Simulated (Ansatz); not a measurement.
Reaction (SMILES): Cl[Si]Cl → [Si]Cl + Cl atom (the Cl-Si bond at the site shown breaks; other sites are not compared here)
Each molecule is optimised on its own at B3LYP-D3(BJ)/def2-TZVP (Ansatz, a quantum-chemistry and plane-wave program). Unstable Hartree-Fock reference: Cl[Si]Cl.

Wanted: bond dissociation energy (electronic energy difference), in kcal/mol. Valence correlation only, unless marked. UHF or UKS for open shells. Spin-orbit coupling is left out. No relativistic terms. CBS(X,Y): correlation extrapolated as X^-3; Hartree-Fock from the larger set. [CCSD(T)-MP2]/basis is that difference in the basis named.

```
level                                                                 program  bond dissociation energy (kcal/mol)  minus last row
-------------------------------------------------------------  --------------  -----------------------------------  --------------
HF/6-31G                                                               Ansatz                                 47.3           -58.6
HF/cc-pV(D+d)Z                                                         Ansatz                                 71.3           -34.6
HF/aug-cc-pV(T+d)Z                                                     Ansatz                                 73.8           -32.1
BLYP-D3(BJ)/def2-TZVPD                                         Ansatz + dftd3                                102.5            -3.4
BLYP/def2-TZVPD                                                        Ansatz                                 99.6            -6.3
B3LYP-D3(BJ)/def2-TZVPD                                        Ansatz + dftd3                                102.1            -3.8
PBE0/def2-QZVPP                                                        Ansatz                                103.0            -2.9
BHLYP-D4/def2-TZVPD                                            Ansatz + dftd4                                 98.3            -7.6
BHLYP/def2-TZVPD                                                       Ansatz                                 96.3            -9.6
HSE06-D4/def2-TZVPD                                            Ansatz + dftd4                                104.3            -1.6
LC-wPBE/def2-TZVPD                                                     Ansatz                                 99.7            -6.2
RI-MP2/CBS(cc-pV(T+d)Z,cc-pV(Q+d)Z)                                    Ansatz                                111.5             5.6
SCS-MP2/6-31G*                                                         Ansatz                                 92.3           -13.6
SCS-MP2/cc-pV(D+d)Z                                                    Ansatz                                 94.9           -11.0
SCS-MP2/aug-cc-pV(T+d)Z                                                Ansatz                                104.0            -1.9
SCS-MP2/cc-pV(Q+d)Z                                                    Ansatz                                106.0             0.1
CCSD/STO-3G                                                            Ansatz                                 99.5            -6.4
CCSD/cc-pwCVTZ                                                         Ansatz                                 97.4            -8.5
CCSD(T)/6-31G                                                          Ansatz                                 66.4           -39.5
RI-MP2/CBS(cc-pV(T+d)Z,cc-pV(Q+d)Z)+[CCSD(T)-MP2]/cc-pV(Q+d)Z          Ansatz                                105.7            -0.2
CCSD(T)/CBS(cc-pV(T+d)Z,cc-pV(Q+d)Z)                                   Ansatz                                105.9             0.0
```
